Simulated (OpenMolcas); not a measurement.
**Ni4+: terms and fine structure**

| Property | Result |
| --- | --- |
| Program | OpenMolcas |
| Method | SS-RASPT2, IPEA 0.25 Eh, imaginary shift 0.1 Eh (closed shells correlated: 3s) |
| Basis | ANO-RCC-VQZP [7s6p4d3f2g1h] |
| Scalar Hamiltonian | DKH2, point nucleus |
| Active space | 12 electrons in 8 orbitals (RAS1 3p, at most 2 holes; RAS2 3d) |
| State averaging | 2S+1 = 5 even, 5 roots; 2S+1 = 3 even, 45 roots; 2S+1 = 1 even, 44 roots |
| Spin-orbit coupling | state interaction with AMFI integrals over the reference wave functions, term energies averaged over their components |

Spin-free terms above the lowest, with the occupations of the reference:

```tsv
Configuration	Term	E (cm⁻¹)	Occupations
3d⁶	⁵D	0.0	3p 5.99 3d 6.01
3d⁶	³H	26570	3p 6.00 3d 6.00
3d⁶	³P(1)	26890	3p 5.99 3d 6.01
3d⁶	³F(1)	28940	3p 5.99 3d 6.01
3d⁶	³G	32800	3p 5.99 3d 6.01
3d⁶	¹I	40150	3p 6.00 3d 6.00
3d⁶	¹G(1)	41390	3p 5.99 3d 6.01
3d⁶	³D	41410	3p 5.99 3d 6.01
3d⁶	¹S	47070	3p 5.98 3d 6.02
3d⁶	¹D	48840	3p 5.99 3d 6.01
3d⁶	¹F	57850	3p 5.99 3d 6.01
3d⁶	³P(2)	68490	3p 5.99 3d 6.01
3d⁶	³F(2)	68710	3p 5.99 3d 6.01
3d⁶	¹G(2)	77790	3p 5.99 3d 6.01
```

With spin-orbit coupling, above the lowest level:

```tsv
Configuration	Term	J	E (cm⁻¹)	Measured (cm⁻¹)	g	Term weight %
3d⁶	⁵D	4	0.0	0.0	1.500	100
3d⁶	⁵D	3	856	890	1.501	100
3d⁶	⁵D	2	1437	1490	1.501	100
3d⁶	⁵D	1	1807	1872	1.501	100
3d⁶	⁵D	0	1988	2058		100
3d⁶	³P(1)	2	26550	26153	1.499	99
3d⁶	³H	6	26990	27111	1.166	100
3d⁶	³H	5	27390	27578	1.038	97
3d⁶	³H	4	27640	27859	0.824	93
3d⁶	³P(1)	1	29080	28698	1.499	99
3d⁶	³F(1)	4	29280	29124	1.220	90
3d⁶	³F(1)	3	29750	29571	1.070	96
3d⁶	³P(1)	0	30050	29640		98
3d⁶	³F(1)	2	30130	29899	0.668	99
3d⁶	³G	5	33380	33256	1.196	97
3d⁶	³G	4	34160	34062	1.056	93
3d⁶	³G	3	34470	34416	0.764	96
3d⁶	¹I	6	41130	41252	1.001	100
3d⁶	³D	2	42130	41627	1.165	98
3d⁶	³D	1	42140	41701	0.502	100
3d⁶	³D	3	42410	41920	1.333	100
3d⁶	¹G(1)	4	42590	42208	1.001	98
3d⁶	¹S	0	48230	47700		98
3d⁶	¹D	2	49950	48607	1.003	97
3d⁶	¹F	3	58680	57924	1.001	98
3d⁶	³P(2)	0	67830	66738		100
3d⁶	³P(2)	1	68600	67548	1.501	100
3d⁶	³F(2)	2	69540	68632	0.667	100
3d⁶	³F(2)	4	69690	68719	1.249	99
3d⁶	³F(2)	3	69770	68855	1.083	99
3d⁶	³P(2)	2	70280	69156	1.500	100
3d⁶	¹G(2)	4	78780	77900	1.001	99
```

Against the 31 measured excited levels shown (Corliss and Sugar, J. Phys. Chem. Ref. Data 10, 197 (1981)) the mean absolute deviation is 460 cm-1; the largest miss in energy is 3d⁶ ¹D₂: computed 49950, measured 48607 cm⁻¹ (+2.8 %), and the largest in proportion 3d⁶ ⁵D₃ (-3.8 %).

Spin-orbit coupling puts the lowest level 903 cm⁻¹ below the lowest spin-free term.

For ⁵D the intervals divided by the larger J are -180.3, -184.9, -193.8, -214.0 cm-1. Landé's interval rule makes them equal in pure LS coupling; they differ by 17 % of their mean. The multiplet is inverted.

Term energies are means over components that CASPT2 splits; among the terms shown or strongly mixed into the levels shown the widest spread is 320 cm-1 (3d⁶ ³F(2)). Active for correlation alone: 3p; no level in the range computed is led by a configuration that opens it, so any true level of that kind is missing. The CASPT2 spread within a term exceeds the gap to the next term for 3d⁶ ¹G(1) and 3d⁶ ³D, 3d⁶ ³P(2) and 3d⁶ ³F(2), so the order of their levels is uncertain, and so are names and mixing where such terms share a J. Computed and measured levels are paired by configuration, term and J; levels that our copy of the source lacks, or whose pairing is in doubt (as where it misses far off the trend of its configuration), stay unpaired and out of the deviations. Levels of configurations outside the active space are missing. The first state left out of the spin-orbit step lies near 110000 cm-1 above the lowest spin-free state of the reference (among the parities and spins computed), and the list stops at four fifths of that energy or lower.

The term weight is that of the spin-free term in the level, not the purity of its configuration. A number in round brackets counts repeated terms of one configuration in the order of the reference energies.
